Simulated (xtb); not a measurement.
xtb input (GFN2-xTB):

```bash
xtb mol.xyz --gfn 2 --sp --chrg 0 --uhf 0
```
mol.xyz:
```
3

O     -0.09193863    -0.02710770    -0.06464349
H     -0.07509175    -0.02177006     0.94300683
H      0.81060081     0.23863167    -0.42585893
```

End of the output:

```
         :::::::::::::::::::::::::::::::::::::::::::::::::::::
         ::                     SUMMARY                     ::
         :::::::::::::::::::::::::::::::::::::::::::::::::::::
         :: total energy              -5.066557408335 Eh    ::
         :: gradient norm              0.064339927413 Eh/a0 ::
         :: HOMO-LUMO gap             12.224694688214 eV    ::
         ::.................................................::
         :: SCC energy                -5.088220090965 Eh    ::
         :: -> isotropic ES            0.031607126207 Eh    ::
         :: -> anisotropic ES          0.000651960491 Eh    ::
         :: -> anisotropic XC         -0.000378303266 Eh    ::
         :: -> dispersion             -0.000142024286 Eh    ::
         :: repulsion energy           0.021662682630 Eh    ::
         :: add. restraining           0.000000000000 Eh    ::
         :: total charge               0.000000000000 e     ::
         :::::::::::::::::::::::::::::::::::::::::::::::::::::

           -------------------------------------------------
          |                Property Printout                |
           -------------------------------------------------

    * Orbital Energies and Occupations

         #    Occupation            Energy/Eh            Energy/eV
      -------------------------------------------------------------
         1        2.0000           -0.6714937             -18.2723
         2        2.0000           -0.5651588             -15.3788
         3        2.0000           -0.5051314             -13.7453
         4        2.0000           -0.4425436             -12.0422 (HOMO)
         5                          0.0067056               0.1825 (LUMO)
         6                          0.1692639               4.6059
      -------------------------------------------------------------
                  HL-Gap            0.4492493 Eh           12.2247 eV
             Fermi-level           -0.2179190 Eh           -5.9299 eV

     #   Z          covCN         q      C6AA      α(0)
     1   8 O        1.595    -0.557    24.196     6.638
     2   1 H        0.797     0.279     0.791     1.397
     3   1 H        0.797     0.279     0.791     1.397

 Mol. C6AA /au·bohr⁶  :         44.528530
 Mol. C8AA /au·bohr⁸  :        794.691947
 Mol. α(0) /au        :          9.433298

Wiberg/Mayer (AO) data.
largest (>0.10) Wiberg bond orders for each atom

 ---------------------------------------------------------------------------
     #   Z sym  total        # sym  WBO       # sym  WBO       # sym  WBO
 ---------------------------------------------------------------------------
     1   8 O    1.845 --     2 H    0.922     3 H    0.922
     2   1 H    0.922 --     1 O    0.922
     3   1 H    0.922 --     1 O    0.922
 ---------------------------------------------------------------------------

Topologies differ in total number of bonds
Writing topology from bond orders to xtbtopo.mol

molecular dipole:
                 x           y           z       tot (Debye)
 q only:        0.484       0.143       0.340
   full:        0.684       0.202       0.481       2.187
Note: The following floating-point exceptions are signalling: IEEE_DENORMAL
normal termination of xtb
molecular quadrupole (traceless):
                xx          xy          yy          xz          yz          zz
 q only:        0.086       0.284      -0.794      -0.639      -0.188       0.708
  q+dip:        0.093       0.370      -1.055      -0.903      -0.265       0.962
   full:        0.172       0.462      -1.261      -0.926      -0.272       1.088

           -------------------------------------------------
          | TOTAL ENERGY               -5.066557408335 Eh   |
          | GRADIENT NORM               0.064339927413 Eh/α |
          | HOMO-LUMO GAP              12.224694688214 eV   |
           -------------------------------------------------

------------------------------------------------------------------------
------------------------------------------------------------------------
 total:
 SCF:
```

This state (charge 0, singlet) is run at the relaxed geometry of the species with charge 1 and multiplicity 2.
